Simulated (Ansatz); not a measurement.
Geometry optimisation, RKS PBE0/def2-SVP (Ansatz).

The input (input.yaml):

```yaml
crystal:
  periodic: [false, false, false]
  atoms:
    - { symbol: "N", position_ang: [1.3607, 0.4647, 0.0097] }
    - { symbol: Si, position_ang: [-0.1975, -0.0998, -0.7543] }
    - { symbol: F, position_ang: [-0.7301, 0.9801, -1.9643] }
    - { symbol: F, position_ang: [0.1629, -1.6003, -1.4439] }
    - { symbol: As, position_ang: [-1.8439, -0.2864, 0.8483] }
    - { symbol: H, position_ang: [1.21937, 0.50146, 0.97998] }
    - { symbol: H, position_ang: [1.573, 1.39824, -0.38788] }
    - { symbol: H, position_ang: [-1.4693, 1.1496, 1.4405] }
    - { symbol: H, position_ang: [-0.8701, -0.9848, 1.8974] }
basis:
  gaussian: { orbitals: def2-SVP }
hamiltonian:
  xc: pbe0
relax:
  f_tol: 0.015
  max_steps: 40
```

Command:

```bash
$ ansatz run input.yaml --threads 2 --pin off --max-ram 3072MiB --backend cpu --events-out ev --progress --plain --runs-dir out
```

Where does it end, and by what steps?

The run converged. The force dipped under the threshold on the way, but the program's further checks kept it going. After 12 steps the energy has fallen by 0.728 eV; H7 moved furthest, 0.47 Å.

```
step  energy less start (eV)  largest force component (eV/Å)  accepted
   0                  0.0000                           3.684       yes
   1                 -0.4291                           1.822       yes
   2                 -0.5755                           1.270       yes
   3                 -0.6525                           1.204       yes
   4                 -0.6862                           0.792       yes
   5                 -0.7225                           0.230       yes
   6                 -0.7263                           0.033       yes
   7                 -0.7271                           0.018       yes
   8                 -0.7251                           0.119        no
   9                 -0.7276                           0.007       yes
  10                 -0.7277                           0.020       yes
  11                 -0.7277                           0.020        no
  12                 -0.7277                           0.009       yes
```

```xyz
9
Properties=species:S:1:pos:R:3
N 1.174 0.785 -0.015
Si -0.187 -0.001 -0.657
F -0.671 0.866 -1.934
F 0.133 -1.463 -1.285
As -1.954 -0.318 0.850
H 1.488 0.622 0.933
H 1.909 1.151 -0.612
H -1.645 0.993 1.564
H -1.042 -1.114 1.780
```

Whether the end is a true minimum wasn't checked by a vibrational analysis.

Time of the run: 38 s on 2 threads of Intel(R) Xeon(R) Platinum 8488C (Sapphire Rapids), with other jobs on the host, peak memory 0.29 GiB.
